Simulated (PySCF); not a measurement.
**Radial density of C⁺ (carbon, charge +1)**

M06-L, [He] 2s2 2p1, 2P determinant. All numbers are calculated (PySCF 2.14, no relativity, point nucleus, in aug-cc-pVDZ (4s3p2d, 23 functions)).

```tsv
r (bohr)	4πr²ρ (e/bohr)	4πr²(ρα − ρβ)
0.00555	0.04618	0.0000
0.00933	0.1255	0.0001
0.0157	0.3277	0.0002
0.0264	0.8175	0.0005
0.0444	1.865	0.0012
0.0747	3.692	0.0030
0.126	5.738	0.0087
0.211	6.014	0.0343
0.355	3.384	0.1346
0.598	1.394	0.3831
1.01	2.024	0.6662
1.69	1.485	0.4536
2.85	0.2234	0.0660
4.79	0.003465	0.0024
8.05	6.044e-05	0.0000
```
